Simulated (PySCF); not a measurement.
CH₃BrClIn, SMILES [CH3][In]([Cl])[Br].

Coordinates come from a PBE-D3(BJ)/def2-SVP optimisation. The structure was generated by enumeration; whether it is a known compound was not checked. The def2 effective core potentials stand for the cores of In; spin–orbit coupling is left out.

Level of theory: PySCF with ωB97X/def2-TZVP.

```yaml
total_energy: -3264.59758 hartree
highest_occupied_level: -10.52 eV
lowest_empty_level: -0.06 eV
orbital_gap: 10.46 eV
dipole_moment: 3.75 D
quadrupole, principal values (traceless, Buckingham form, about the centre of nuclear charge): -11.15, 4.22, 6.93 D·Å
mean_static_polarisability: 81.4 bohr³ (12.06 Å³)
polarisability_principal_values: 56.0, 89.1, 99.1 bohr³
```
